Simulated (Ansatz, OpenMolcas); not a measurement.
# InH3 (SMILES [InH3]): methods side by side

The species is InH3 (4 atoms), meant as a singlet with charge 0. As SMILES, `[InH3]`. Geometry: relaxed at PBE0-D4/def2-TZVP.

```xyz
4

In    0.0139   -0.0151   -0.0051
H     0.4155    1.5160    0.6782
H    -1.0956   -0.1073   -1.3214
H     0.7218   -1.4540    0.6280
```

Each level gives the energy change with the In1–H4 bond stretched from 1.724 to 3.103 Å (eV). The values are calculated.

| level | kind | program | value (eV) | CPU time (all runs) |
| --- | --- | --- | --- | --- |
| HF/def2-TZVP (core potential) (unrestricted) | Hartree–Fock | OpenMolcas | 3.15 | 9.7 s |
| SVWN5/def2-TZVP (core potential) (restricted) | LDA | Ansatz | 2.66 | 4.5 s |
| revPBE/def2-TZVP (core potential) (restricted) | GGA | OpenMolcas | 2.46 | 34 s |
| BHLYP/def2-TZVP (core potential) (restricted) | global hybrid | Ansatz | 3.01 | 6.2 s |
| wB97M-V/def2-TZVP (core potential) (restricted) | range-separated hybrid | Ansatz | 3.02 | 42 s |
| B2PLYP/def2-TZVP (core potential) (restricted) | double hybrid | Ansatz | 2.85 | 8.6 s |
| PBE-QIDH/def2-TZVP (core potential) (restricted) | double hybrid | Ansatz | 3.09 | 8.5 s |
| RPA@PBE0/def2-TZVP (core potential) (restricted) | RPA | Ansatz | 2.85 | 12 s |
| MP2/def2-TZVP (core potential) (restricted) | perturbation theory | OpenMolcas | 3.16 | 9.6 s |
| BCCD(T)/def2-TZVP (core potential) (restricted) | coupled cluster or CI | Ansatz | 2.55 | 16 s |

The first shape isn't each level's own minimum. The values span 2.46 to 3.16 eV. In the correlated wave-function rows the outer d shell of In is correlated, in sets not made for it. In so small a basis fixed costs decide the times, and correlated methods can beat functionals. CPU times are rough (shared hosts, several kinds of processor and program).
